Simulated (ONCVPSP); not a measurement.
## Transferability test, ONCV potential for aluminium (Al)

* Element: Al (Z = 13)
* Generator: ONCVPSP 4.0.1
* Type: optimised norm-conserving Vanderbilt (ONCV)
* Functional: PBE
* Relativity: scalar-relativistic
* Frozen core: [Ne]
* Valence charge: 3
* Reference configuration: 3s2 3p1
* Partial waves: 3s: rc 2.35 bohr, ncon 4, nbas 7, qcut 2.8 1/bohr, 2 projectors, debl 1.5 Ha; 3p: rc 2.30 bohr, ncon 4, nbas 7, qcut 4.3 1/bohr, 2 projectors, debl 2.7 Ha; d scattering state at 0.04 Ha: rc 2.50 bohr, ncon 4, nbas 8, qcut 3.4 1/bohr, 3 projectors, debl 3.8 Ha
* Local potential: polynomial inside 1.60 bohr (lpopt 5, dvloc0 1 Ha)
* Core correction: none

Energies are relative to the spin-unpolarised reference configuration 3s2 3p1; without spin polarisation the order of configurations can differ from experiment.

```json
{"valence configuration": "3s2 3p0.5", "charge": "+0.5", "ΔE all-electron (eV)": "2.086", "error AE − PS (meV)": "-0.5"}
{"valence configuration": "3s0 3p3", "charge": "0", "ΔE all-electron (eV)": "10.451", "error AE − PS (meV)": "+31"}
```

(1) What are ΔE and the potential's error for 3s2 3p0?

(2) What are ΔE and the potential's error for 3s1 3p0?

Levels in the configuration 3s2 3p0:

| level | all-electron (eV) | pseudo (eV) |
| --- | --- | --- |
| 3s | -14.811 | -14.817 |

Note: no bound ghost flagged; GHOST(+) flagged for s at 92.0 eV, d at 244.2 eV.

Answers

(1) ΔE = 5.761 eV all-electron; the error (AE − PS) is -2.7 meV.

(2) ΔE = 24.987 eV all-electron; the error (AE − PS) is +9.4 meV.
